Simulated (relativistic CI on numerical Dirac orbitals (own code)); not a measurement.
# Electric-dipole lines of Pt27+

Method of calculation: Dirac-Coulomb-Breit CI, orbitals from a KLI potential per configuration, model QED, unscaled Slater integrals (own radial code, finite nucleus).

CI space (outside the closed core [Ar] 3d10): 4s2 4p6 4d10 4f5, 4s2 4p6 4d10 4f4 5s, 4s2 4p6 4d9 4f6, 4s2 4p6 4d10 4f3 5s2, 4s2 4p6 4d10 4f4 5p, 4s2 4p6 4d10 4f3 5s 5p, 4s2 4p5 4d10 4f6, 4s2 4p6 4d10 4f4 5d, 4s2 4p6 4d10 4f3 5p2, 4s2 4p6 4d10 4f3 5s 5d, 4s 4p6 4d10 4f6, 4s2 4p6 4d10 4f4 6p, 4p6 4d10 4f7. Levels of other configurations are missing.

```tsv
λ vac (Å)	Lower	Upper	A (s⁻¹)	gf	Branching (%)
81.267	4s2 4p6 4d10 4f5 6F°_3/2 [5]	4s2 4p6 4d10 4f4 5s 4P_3/2 [345]	8.66e+03	3.43e-08	0.5
82.480	4s2 4p6 4d10 4f5 6H°_7/2 [2]	4s2 4p6 4d10 4f4 5s 4G_7/2 [306]	1.11e+04	9.04e-08	0.7
83.578	4s2 4p6 4d10 4f5 6H°_9/2 [3]	4s2 4p6 4d10 4f4 5s 2G_9/2 [304]	1.61e+04	1.68e-07	1.1
84.279	4s2 4p6 4d10 4f5 6H°_9/2 [3]	4s2 4p6 4d10 4f4 5s 4F_7/2 [296]	5.53e+03	4.71e-08	0.6
86.968	4s2 4p6 4d10 4f5 6H°_7/2 [2]	4s2 4p6 4d10 4f4 5s 4G_5/2 [239]	1.35e+05	9.16e-07	12.3
88.609	4s2 4p6 4d10 4f5 4I°_13/2 [36]	4s2 4p6 4d10 4f4 5s 4K_15/2 [319]	1.55e+05	2.91e-06	11.0
92.040	4s2 4p6 4d10 4f5 6F°_5/2 [4]	4s2 4p6 4d10 4f4 5s 4G_7/2 [209]	1.36e+05	1.39e-06	27.4
92.329	4s2 4p6 4d10 4f5 4L°_17/2 [34]	4s2 4p6 4d10 4f4 5s 2M_17/2 [267]	2.61e+05	6.00e-06	29.5
93.484	4s2 4p6 4d10 4f5 6F°_1/2 [6]	4s2 4p6 4d10 4f4 5s 6F_3/2 [204]	8.97e+04	4.70e-07	12.9
96.588	4s2 4p6 4d10 4f5 2K°_15/2 [120]	4s2 4p6 4d10 4f4 5s 2K_13/2 [321]	2.28e+05	4.47e-06	14.0
```

Terms are leading LS components. Brackets give the number of a level in order of energy, since labels repeat. The list gives strong lines, with weight on those to low levels, without lines whose two gauges differ by over a factor of 2.5, among the lowest 400 of 9793 levels, so that lines to higher ones, which can be the strongest, are missing. Levels whose partners in the same complex of configurations lie outside the list can be far off, and so can their lines. Rates are taken at the computed energies, electric ones in the length gauge.

At this charge energies of transitions that change n are usually good to better than 1 %, and those within a shell (Δn = 0) to a few per cent. Terms inside the open d or f shell come out 10 to 20 % too wide with unscaled integrals.

LS names give the leading component of a level, which can be under half, so a name can repeat, a term be missing and a line seem to break the LS rules.
